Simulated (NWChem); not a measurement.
System: C₃H₆ClF; SMILES Cl[C@H](F)CC

```xyz
11

C     -0.8561     1.6880     0.5856
C     -0.2208     1.1513    -0.6951
C      0.5703    -0.1317    -0.5067
F      1.5602     0.0481     0.4236
Cl    -0.4985    -1.4965     0.0351
H     -1.5873     0.9637     0.9952
H     -1.3820     2.6433     0.3942
H     -0.0843     1.8668     1.3595
H      0.4912     1.8941    -1.1178
H     -0.9850     0.9646    -1.4776
H      1.0367    -0.4863    -1.4492
```
Atoms are numbered in this order, from 1.

Level: PBE-D3(BJ)/def2-SVP (NWChem), optimised geometry, unscaled harmonic frequencies. 

```csv
frequency (cm⁻¹),IR intensity (km/mol)
117,0.1
215,0.3
235,4.1
343,0.7
369,1.1
567,19.4
700,44.0
780,14.1
874,40.4
973,45.3
1034,7.9
1084,22.6
1115,73.3
1226,11.9
1254,29.9
1318,0.6
1323,14.8
1355,8.3
1395,5.1
1415,5.4
1435,10.3
2977,10.2
2989,15.7
3020,27.6
3037,7.2
3083,10.7
3084,11.0
```

```yaml
zero_point_energy: 53.3 kcal/mol
thermal correction to the enthalpy at 298.15 K (with zero-point energy): 57.6 kcal/mol
heat capacity Cv: 20.1 cal/(mol K)
entropy at 298.15 K and 1 atm (symmetry number 1): 77.2 cal/(mol K)
dipole_moment: 1.96 D
```

Rigid rotor and harmonic oscillator.
